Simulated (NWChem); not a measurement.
System: C₂H₃AuO; SMILES [O+]#[C-]->[Au][CH3]

```xyz
7

Au    -0.3351     0.1314     0.0000
C     -0.6023     2.1601    -0.0001
H     -0.0658     2.6284    -0.8413
H     -0.2249     2.6077     0.9336
H     -1.6692     2.4196    -0.0927
O      0.0268    -2.9441     0.0001
C     -0.0965    -1.8194     0.0000
```
Atoms are numbered in this order, from 1.

Level: PBE0/def2-SVP with def2 effective core potentials on Au (NWChem), optimised geometry, unscaled harmonic frequencies. def2 effective core potentials on Au; no spin-orbit coupling.

```
frequency (cm⁻¹)  IR intensity (km/mol)
----------------  ---------------------
76                                  0.7
77                                  0.7
381                                 4.4
396                                12.3
396                                12.1
573                                 9.1
750                                22.6
750                                22.7
1219                                0.0
1427                                1.0
1427                                1.0
2252                              494.1
3046                               10.9
3148                                4.5
3150                                4.5
```

| Quantity | Result |
|---|---|
| zero-point energy | 27.2 kcal/mol |
| thermal correction to the enthalpy at 298.15 K (with zero-point energy) | 31.4 kcal/mol |
| heat capacity Cv | 17.3 cal/(mol K) |
| entropy at 298.15 K and 1 atm (symmetry number 1) | 78.1 cal/(mol K) |

Rigid rotor and harmonic oscillator; modes under 100 cm⁻¹ make the entropy uncertain.
